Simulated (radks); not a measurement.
The numbers below are computed, except where a source is named.
Valence configurations of neutral rhodium (all share [Kr]). Level of theory: Dirac Kohn-Sham, PBE, spin-unpolarised, spherical densities, point nucleus; open shells fill j = l - 1/2 first (a radial shooting solver on a logarithmic mesh with Libxc functionals). Energies are relative to 4d8 5s1; eigenvalues in eV.

| valence | E (eV) | e(4d3/2) | e(4d5/2) | e(5p1/2) | e(5p3/2) | e(5s1/2) |
|---|---|---|---|---|---|---|
| 4d8 5s1 | 0.000 | -6.146 | -5.755 | - | - | -4.295 |
| 4d9 | -0.742 | -3.800 | -3.440 | - | - | - |
| 4d8.5 5s0.5 | -0.544 | -4.914 | -4.539 | - | - | -3.812 |
| 4d7.5 5s0.5 5p1 | 4.690 | -9.019 | -8.606 | -1.942 | - | -5.831 |
| 4d7 5s2 | 2.283 | -8.886 | -8.463 | - | - | -5.310 |
| 4d7.5 5s1.5 | 0.930 | -7.475 | -7.068 | - | - | -4.797 |
| 4d6.5 5s0.5 5p2 | 12.827 | -13.058 | -12.609 | -2.976 | - | -7.538 |
| 4d7 5p2 | 10.529 | -11.656 | -11.223 | -2.763 | - | - |
| 4d8 5s0.5 5p0.5 | 1.718 | -6.998 | -6.604 | -1.375 | - | -4.887 |
| 4d6 5s0.5 5p2.5 | 18.156 | -15.172 | -14.704 | -3.499 | -3.239 | -8.384 |

NIST lists [Kr] 4d8 5s1 as the ground configuration; this level of theory puts 4d9 lower, by 0.742 eV. The energies are those of spherical spin-averaged densities, not of single terms.
